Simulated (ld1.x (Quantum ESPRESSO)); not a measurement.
Ranking RRKJ potentials for oxygen (O)

All share these settings but for the change named:

- Element: oxygen (O)
- Generator: ld1.x (Quantum ESPRESSO) 7.5
- Type: norm-conserving RRKJ (Kleinman–Bylander form)
- Functional: PBE
- Relativity: non-relativistic
- Frozen core: [He]
- Valence charge: 6
- Reference configuration: 2s2 2p4
- Partial waves: 2s (bound): rc 0.80 bohr; 2p (bound): rc 1.60 bohr
- Local potential: the p channel
- Core correction: none
- rho0: 0.01

Cutoff: the first of the cutoffs (Ry, on a coarse ladder) from which the occupation-weighted sum of valence levels, in a spherical-Bessel basis at the reference potential, stays within 10 and 1 mRy of its value at 400 Ry; the density cutoff is not measured.

The base gives 120 Ry.

Of 8 variants that were run, those that failed, showed a ghost or another fault, or gave nearly equal values are left out.

A variant can come out equal or close to the base.

(1) Rank these variants from softest to hardest (loose cutoff).
A. wave 2s (bound): rc 0.80 bohr becomes 2s (bound): rc 0.66 bohr
B. reference 2s1 2p5
C. scalar-relativistic
D. all radii scaled by about 0.87 (s 0.70, p 1.40 bohr)
E. local potential the s channel

Results:

(1) E (80 Ry), B (100 Ry), C (120 Ry), D (180 Ry), A (230 Ry).
